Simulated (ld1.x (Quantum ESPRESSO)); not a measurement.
## Before and after: TM semilocal potential for boron

```
Element                 : boron (B)
Generator               : ld1.x (Quantum ESPRESSO) 7.5
Type                    : norm-conserving Troullier–Martins (semilocal form)
Functional              : PBE
Relativity              : scalar-relativistic
Frozen core             : [He]
Valence charge          : 3
Reference configuration : 2s1.5 2p1.5
Partial waves           : 2s (bound): rc 1.45 bohr; 2p (bound): rc 2.85 bohr; 3d channel at 0.45 Ry: rc 2.65 bohr
Local potential         : the d channel
Core correction         : Bessel-smoothed model core inside 0.80 bohr
```

Change: wave 2s (bound): rc 1.45 bohr becomes 2s (bound): rc 1.06 bohr.

Cutoffs: the cutoffs (Ry, on a coarse ladder) from which the occupation-weighted sum of valence levels, in a spherical-Bessel basis at the reference potential, stays within 10 and 1 mRy of its value at 400 Ry; they do not see the model core or the augmentation charge, which bear on the density cutoff. Errors are all-electron minus pseudo energies relative to the spin-unpolarised reference configuration.

What does the change do?

The potential gets harder (18 Ry and 50 Ry → 21 Ry and 70 Ry); the errors of the 7 common tests hardly move; neither file shows a bound ghost. A smaller radius makes the pseudo-wave follow the all-electron one further in, where it bends more sharply, so more plane waves are needed. A semilocal file is local in each channel, so a ghost entry of none says nothing of the separable form that plane-wave codes build from it.

| quantity | base | changed |
| --- | --- | --- |
| cutoff, loose | 18 Ry | 21 Ry |
| cutoff, tight | 50 Ry | 70 Ry |
| bound ghosts | none | none |
| error for 2s2 2p1, meV [ΔE -2.92 eV] | -3.6 | -3.6 |
| error for 2s2 2p0, meV [ΔE 5.30 eV] | +90 | +90 |
| error for 2s1 2p0, meV [ΔE 30.72 eV] | +308 | +307 |
| error for 2s1 2p1, meV [ΔE 11.44 eV] | -10 | -10 |
| error for 2s0 2p3, meV [ΔE 8.80 eV] | -34 | -33 |
| error for 2s2 2p0.5, meV [ΔE -0.03 eV] | +15 | +14 |
| error for 2s2 2p1.3, meV [ΔE -3.66 eV] | -6.5 | -6.5 |
| s: phases at 3.11 bohr within 0.05 rad from the reference energy up to (Ry; the scan ends near 5) | to the end of the scan | to the end of the scan |
| p: phases at 3.11 bohr within 0.05 rad from the reference energy up to (Ry; the scan ends near 5) | 0.7 | 0.7 |
| d: phases at 3.11 bohr within 0.05 rad from the reference energy up to (Ry; the scan ends near 5) | 3.6 | 3.6 |
